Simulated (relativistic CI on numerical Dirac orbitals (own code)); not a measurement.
**The spin-orbit constant of Ni+ from its measured fine structure**

Problem. The ground term ²D of Ni+ (3d⁹) has the measured levels J = 3/2: 1506.9, J = 5/2: 0.0 cm⁻¹ (NIST Handbook of Basic Atomic Spectroscopic Data (Sansonetti and Martin, J. Phys. Chem. Ref. Data 34, 1559 (2005))). Test the interval rule and estimate ζ(3d).

Working.
1. In LS coupling E(J) − E(J − 1) = AJ. The intervals give A = -602.8 (J = 5/2) cm⁻¹.
2. A doublet has one interval, so the rule cannot be tested.
3. The whole width divided by the sum of the upper J values gives a mean A = -602.8 cm⁻¹.
4. For the Hund term of a shell that is more than half full, A = −ζ/2S with 2S = 1, so ζ = 603 cm⁻¹.

Check. The value calculated from Dirac-Coulomb-Breit radial functions of this configuration is ζ = 578 cm⁻¹, 4 % below the estimate from measurement. The same recipe applied to the calculated levels returns 566 cm⁻¹, which shows the bias of the recipe itself.
